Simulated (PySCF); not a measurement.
# Spin states and ions at one geometry of ReO3Br

PySCF 2.14.0, RKS B3LYP, Re def2-SVP with ECP60, O def2-SVP, Br def2-SVP; non-relativistic Hamiltonian with scalar-relativistic core potentials where named; density fitting; no spin-orbit coupling; singlets restricted, open shells unrestricted. The geometry is relaxed for charge 0, singlet, vacuum:

```xyz
5

Re    0.2765   -0.2765    0.2765
O     1.2628    0.7022    1.2628
O    -0.7022   -1.2628    1.2628
O     1.2628   -1.2628   -0.7022
Br   -1.1152    1.1152   -1.1152
```

Energies count from the relaxed state; an electron taken off or put on is at rest in vacuum. Charges and spins are Mulliken's.

```csv
state,energy (eV),spin squared,charge on Re1 (e),spin on Re1 (e),dipole about the centre of mass (D)
"charge 0, singlet, vacuum",0.00,0.00,1.12,0.00,2.00
"charge +1, doublet, vacuum",11.88,0.79,1.24,-0.23,2.99
"charge -1, doublet, vacuum",-1.29,0.76,0.83,0.61,2.68
```

Question: What does the state charge 0, triplet, vacuum give?

Answer: energy (eV) 3.95, spin squared 2.02, charge on Re1 (e) 1.00, spin on Re1 (e) 0.49, dipole about the centre of mass (D) 1.67.

With an electron taken off (doublet) the charges change, summed by element, by Re +0.12 e, O +0.48 e, Br +0.41 e. The vertical ionisation energy is 11.88 eV, against −ε(HOMO) = 9.46 eV of the relaxed state. The level lies 2.4 eV too high, as is usual for semilocal functionals and global hybrids, which keep a self-interaction error.

With an electron put on (doublet) the charges change, summed by element, by Re -0.29 e, O -0.47 e, Br -0.24 e. The vertical electron affinity is 1.29 eV, against −ε(LUMO) = 3.69 eV of the relaxed state. The basis has no diffuse functions, which an added electron needs. The added electron's level lies above zero.

Open shells may have lower solutions than those found. Hard to converge, so the more doubtful: charge 0, triplet, vacuum.
